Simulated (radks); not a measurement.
Numerical settings for the potassium ion K2+, [Ne] 3s2 3p5. Method: non-relativistic Kohn-Sham, SCAN, spin-unpolarised, spherical densities, point nucleus; meta-GGA in the generalised Kohn-Sham scheme; computed with a radial shooting solver on a logarithmic mesh with Libxc functionals. The defaults (mesh step 0.008 in ln r, mesh end at 40 bohr or more with all orbitals vanishing there, Anderson mixing 0.5 over 9 steps, residual threshold near 1e-9 with the energy settled to 1e-9 hartree or 1e-11 of itself, here a cap of 90 iterations) give E = -598.622 hartree and 3p at -39.761 eV in 14 iterations. Times are rough (one thread of a shared host). Changes against that run (0 stands for a change within the tolerance of the run):

| setting | iterations | converged | E (mhartree) | e(3p) (meV) | CPU (s) |
|---|---|---|---|---|---|
| mesh step in ln r 0.005 | 14 | yes | +0.293 | -0.0924 | 0.13 |
| mesh step in ln r 0.2 | 90 | no | -1.9e+06 | - | 0.19 |
| mesh step in ln r 0.003 | 14 | yes | +0.222 | -0.0978 | 0.22 |
| mesh end (bohr) 12 | 14 | yes | -0.642 | +0.00528 | 0.09 |
| mesh end (bohr) 5 | 14 | yes | +0.771 | +24.7 | 0.09 |
| residual threshold 0.001 | 13 | yes | 0 | 0 | 0.09 |
| residual threshold 0.1 | 13 | yes | 0 | 0 | 0.09 |
| mixing 0.05 | 23 | yes | 0 | 0 | 0.14 |
| linear mixing, mixing 1 | 24 | yes | 0 | -0.006 | 0.14 |
| linear mixing, mixing 0.2 | 80 | yes | 0 | 0 | 0.38 |
| mixing history 2 | 17 | yes | 0 | 0 | 0.1 |
| iteration cap 8 | 8 | no | +0.00668 | -0.0189 | 0.05 |

No run marked as converged misses the energy by more than 1 mhartree. A mesh that ends early acts as a hard wall.
